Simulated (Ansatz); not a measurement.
`N[SiH2]CCF`, relaxed with RKS PBE-D4/def2-SVP in the Gaussian-basis code of Ansatz from a rough embedded geometry. The force threshold is 0.03 eV/Å; the program also tests the step.

The species carries charge 0 and has multiplicity 1.

Start:

```xyz
13

N     0.311    1.178   -1.986
Si    0.711    0.580   -0.462
C    -0.595   -0.536    0.151
C    -0.436   -1.115    1.527
F    -1.435   -1.921    1.865
H    -0.420    1.863   -1.956
H     1.129    1.777   -2.320
H     0.830    1.784    0.429
H     1.988   -0.118   -0.604
H    -0.803   -1.352   -0.592
H    -1.578    0.003    0.165
H    -0.277   -0.376    2.275
H     0.575   -1.767    1.507
```

Q: How much energy does the relaxation release, and in how many steps? (Estimate.)

A: Ansatz gave: 57.89 kJ/mol, in 7 steps.

Q: Which bonds change most? (Best estimate.)

A: The calculation gave: C4–H13 from 1.203 to 1.115 Å; Si2–C3 from 1.824 to 1.898 Å; C4–F5 from 1.327 to 1.393 Å; N1–Si2 from 1.685 to 1.749 Å.

Q: Give the relaxed structure. (Best estimate.)

A: Computed: 
```xyz
13

N     0.322    1.260   -1.997
Si    0.752    0.653   -0.414
C    -0.623   -0.524    0.156
C    -0.409   -1.153    1.519
F    -1.483   -1.970    1.867
H    -0.538    1.810   -2.081
H     1.064    1.709   -2.541
H     0.946    1.689    0.678
H     2.067   -0.065   -0.571
H    -0.737   -1.313   -0.618
H    -1.577    0.051    0.165
H    -0.301   -0.372    2.307
H     0.515   -1.776    1.531
```
